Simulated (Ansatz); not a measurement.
`[AlH2][C]#C[O][SbH2]` and `C#[C][AlH2]` differ in one atom or group.

Ansatz, PBE0-D4/def2-TZVP geometries, multiplicity 1. 

Elements past krypton have def2 core potentials.  Spin–orbit coupling is left out; it splits and shifts lone-pair levels of the heavy atoms by tenths of an eV.

```
                                                                                  property  `[AlH2][C]#C[O][SbH2]`
                                                   HOMO–LUMO gap (ωB97M-V/def2-TZVPP) / eV                    8.63
                                                         LUMO energy (PBE/def2-TZVPP) / eV                   -3.05
                                                      HOMO–LUMO gap (PBE0/def2-TZVPP) / eV                    4.70
                                            size of the dipole moment (PBE/def2-TZVPP) / D                    4.50
                                                     HOMO energy (ωB97M-V/def2-TZVPP) / eV                   -9.04
ideal-gas entropy at 298 K and 1 bar (rigid rotor, harmonic PBE0-D4/def2-TZVP) / J/(mol·K)                     390
```

Question: What does the change do to each property? (An estimate is asked.)

Answer: Computed: 
```csv
property,`C#[C][AlH2]`,shift
HOMO–LUMO gap (ωB97M-V/def2-TZVPP) / eV,10.09,1.46
LUMO energy (PBE/def2-TZVPP) / eV,-2.65,0.40
HOMO–LUMO gap (PBE0/def2-TZVPP) / eV,6.19,1.49
size of the dipole moment (PBE/def2-TZVPP) / D,0.59,-3.91
HOMO energy (ωB97M-V/def2-TZVPP) / eV,-10.27,-1.23
"ideal-gas entropy at 298 K and 1 bar (rigid rotor, harmonic PBE0-D4/def2-TZVP) / J/(mol·K)",274,-116
```

With PBE0 the HOMO falls by 1.12 eV and the LUMO rises by 0.37 eV, so the gap widens by about 1.49 eV. PBE moves the HOMO by -1.02 eV and ωB97M-V by -1.23 eV. The zero-point energy changes by -24.1 kJ/mol with -9 modes. Dipoles are sizes alone; their direction can turn. Modes under 60 cm⁻¹, often nearly free rotors, make the harmonic entropy too high.
